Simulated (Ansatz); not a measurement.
Z-matrix (Å, degrees):
```
C
F 1 1.359
O 1 1.341 2 111.0
F 1 1.354 2 106.1 3 120.7
H 1 1.092 2 108.8 3 -122.5
Si 3 1.675 1 126.1 2 43.8
H 6 1.481 3 110.7 1 44.9
H 6 1.481 3 110.0 1 -77.2
H 6 1.478 3 104.0 1 164.4
```

Total charge 0; spin multiplicity 1.

Problem. List the r2SCAN/def2-TZVPP orbital energies in eV (Ansatz 0.2.0). (Estimate.)

Solution. The calculation gave: Occupied: -1791.97, -666.89, -666.79, -516.83, -278.97, -142.35, -97.26, -97.18, -97.18, -33.67, -31.85, -28.04, -18.34, -15.45, -14.71, -14.52, -12.96, -11.23, -11.09, -10.26, -9.97, -9.60, -9.44, -8.63, -8.23. Lowest empty: -0.31, 1.05, 1.08, 1.48, 2.36, 2.81, 3.48, 4.33.
